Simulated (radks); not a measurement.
The argon ion Ar+, 17 electrons, occupied as [Ne] 3s1 3p5 4s1 (not the ground configuration). Calculated with a radial shooting solver on a logarithmic mesh with Libxc functionals: non-relativistic Kohn-Sham, r2SCAN, spin-polarised, spherical densities, point nucleus; open shells are filled with parallel spins first; meta-GGA in the generalised Kohn-Sham scheme.

Local quantities along the radius. ELF = 1/(1 + alpha^2) is the electron localisation function; alpha = (tau - tau_W)/tau_unif compares the Pauli kinetic energy density with that of the uniform gas (summed over spins).

| r (bohr) | ELF | alpha |
|---|---|---|
| 0.003641 | 1.000 | 0.01170 |
| 0.004779 | 1.000 | 0.01236 |
| 0.006223 | 1.000 | 0.01326 |
| 0.008103 | 1.000 | 0.01453 |
| 0.01064 | 1.000 | 0.01644 |
| 0.01385 | 1.000 | 0.01923 |
| 0.01803 | 0.999 | 0.02361 |
| 0.02367 | 0.999 | 0.03116 |
| 0.03082 | 0.998 | 0.04433 |
| 0.04014 | 0.995 | 0.07009 |
| 0.05268 | 0.984 | 0.1288 |
| 0.0686 | 0.932 | 0.2698 |
| 0.08932 | 0.715 | 0.6315 |
| 0.1172 | 0.341 | 1.390 |
| 0.1527 | 0.251 | 1.728 |
| 0.1988 | 0.468 | 1.066 |
| 0.2609 | 0.758 | 0.5648 |
| 0.3398 | 0.854 | 0.4139 |
| 0.4424 | 0.810 | 0.4848 |
| 0.5807 | 0.375 | 1.291 |
| 0.7562 | 0.103 | 2.947 |
| 0.9846 | 0.474 | 1.053 |
| 1.292 | 0.806 | 0.4898 |
| 1.683 | 0.741 | 0.5908 |
| 2.191 | 0.337 | 1.404 |
| 2.876 | 0.127 | 2.621 |
| 3.745 | 0.736 | 0.5990 |
| 4.877 | 0.987 | 0.1156 |
| 6.401 | 1.000 | 0.02159 |
| 8.335 | 1.000 | 0.005624 |
| 10.85 | 1.000 | 0.001910 |

On this mesh the ELF has minima near r = 0.15, 0.76, 2.9 bohr, which separate the shells, and maxima near 0.34 (0.85), 1.3 (0.81).

Self-consistent cycle (total energy in hartree, residual of the potential): 1: -525.525605, 1e+00; 2: -525.663591, 1e+00; 3: -525.733364, 2e-01; 4: -525.734458, 7e-03; 5: -525.734486, 3e-03; 6: -525.734501, 1e-03; 7: -525.734501, 3e-04; 8: -525.734501, 1e-04; 9: -525.734501, 3e-05; 10: -525.734501, 8e-06; 11: -525.734501, 4e-06; 12: -525.734501, 8e-07.
